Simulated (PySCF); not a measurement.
Can point charges reproduce the dipole moment of `CCO[C@@H]1C[Si@H](C(N)=O)O1`?

Coordinates (GFN2-xTB, Å) and charges (e) from the PBE0/pcSseg-1 density (PySCF):

| atom | x | y | z | Mulliken | IAO | Hirshfeld | ESP-fitted |
| --- | --- | --- | --- | --- | --- | --- | --- |
| C1 | -2.223 | 1.827 | -0.418 | -0.2751 | -0.4222 | -0.1194 | -0.3938 |
| C2 | -1.940 | 0.335 | -0.387 | -0.0109 | -0.0526 | +0.0067 | +0.3471 |
| O3 | -0.871 | 0.094 | 0.522 | -0.5209 | -0.3944 | -0.1152 | -0.4196 |
| C4 | -0.440 | -1.221 | 0.549 | +0.2971 | +0.2715 | +0.1049 | +0.3886 |
| C5 | 0.729 | -1.363 | 1.522 | -0.4892 | -0.5795 | -0.1810 | -0.5850 |
| Si6 | 1.761 | -1.545 | -0.078 | +0.9137 | +1.0754 | +0.4405 | +0.5388 |
| C7 | 2.650 | 0.083 | -0.597 | +0.1250 | +0.1742 | +0.0763 | +0.5942 |
| N8 | 1.879 | 1.181 | -0.451 | -0.3852 | -0.4963 | -0.1717 | -0.8343 |
| O9 | 3.789 | 0.129 | -1.018 | -0.4218 | -0.4879 | -0.3029 | -0.5628 |
| O10 | 0.201 | -1.568 | -0.680 | -0.6056 | -0.6860 | -0.2610 | -0.4782 |
| H11 | -1.364 | 2.369 | -0.805 | +0.1160 | +0.1424 | +0.0429 | +0.1121 |
| H12 | -2.435 | 2.182 | 0.587 | +0.1217 | +0.1503 | +0.0433 | +0.1082 |
| H13 | -3.080 | 2.023 | -1.055 | +0.1206 | +0.1513 | +0.0511 | +0.1063 |
| H14 | -2.827 | -0.222 | -0.051 | +0.1090 | +0.1242 | +0.0381 | -0.0051 |
| H15 | -1.658 | -0.032 | -1.381 | +0.1260 | +0.1398 | +0.0356 | -0.0064 |
| H16 | -1.282 | -1.911 | 0.699 | +0.1134 | +0.1258 | +0.0391 | +0.0574 |
| H17 | 0.844 | -0.489 | 2.153 | +0.1531 | +0.1643 | +0.0400 | +0.1535 |
| H18 | 0.643 | -2.248 | 2.141 | +0.1480 | +0.1607 | +0.0475 | +0.1906 |
| H19 | 2.449 | -2.793 | -0.350 | -0.0576 | -0.1148 | -0.0578 | -0.0663 |
| H20 | 2.239 | 2.083 | -0.725 | +0.1849 | +0.2783 | +0.1386 | +0.3949 |
| H21 | 0.928 | 1.104 | -0.122 | +0.2378 | +0.2754 | +0.1044 | +0.3599 |

Task: What dipole does each set of charges give (1 e·Å = 4.803 D), and what does the density give?

Result: The full density gives (-3.77, 0.47, 1.66) D, 4.15 D in size; dipole vectors point from the negative to the positive end.

| scheme | μx | μy | μz | size (D) | share of the full size (%) | angle to the full dipole (°) |
| --- | --- | --- | --- | --- | --- | --- |
| Mulliken | -3.24 | -1.30 | 1.87 | 3.96 | 96 | 26 |
| IAO | -3.14 | -0.61 | 2.22 | 3.89 | 94 | 19 |
| Hirshfeld | -2.78 | 0.19 | 1.25 | 3.05 | 74 | 3 |
| ESP-fitted | -3.78 | 0.48 | 1.70 | 4.17 | 101 | 0 |

Task: Which set comes closest?

Result: Length of the difference vector: ESP-fitted 0.04 D, Hirshfeld 1.11 D, IAO 1.36 D, Mulliken 1.86 D. Closest: ESP-fitted. The schemes that divide the density aren't constrained to reproduce the dipole.

Task: What is left for the Hirshfeld atoms' own dipoles?

Result: The shares of the density sum to the whole, so what Σ q r misses lies in dipoles about the nuclei. The atomic dipoles sum to (-3.77, 0.47, 1.66) − (-2.78, 0.19, 1.25) = (-0.99, 0.28, 0.41) D, 1.11 D in size.

Task: With the origin at the mean of the coordinates, (0.000, 0.001, 0.003) Å, which are the largest single terms, by size, of the Hirshfeld dipole along the direction of the full one?

Result: O9 +5.59, Si6 -3.82, N8 +1.45, H20 -1.39, C1 -1.18 D; all 21 atoms together +3.05 D. The single terms depend on the origin, their sum doesn't.

Task: Give the size of the full dipole in other units.

Result: 4.15 D = 1.632 au = 0.863 e·Å = 13.83 × 10⁻³⁰ C·m.

Geometry: GFN2-xTB, one conformer, isolated molecule.

Shape of the structure used: `[CH3:1][CH2:2][O:3][C@@H:4]1[CH2:5][Si@H:6]([C:7]([NH2:8])=[O:9])[O:10]1`: C1–C2–O3–C4 -175°, C2–O3–C4–C5 178°, C5–Si6–C7–N8 -42°, H–N8–C7–Si6 -178°, H–N8–C7–Si6 -2°.
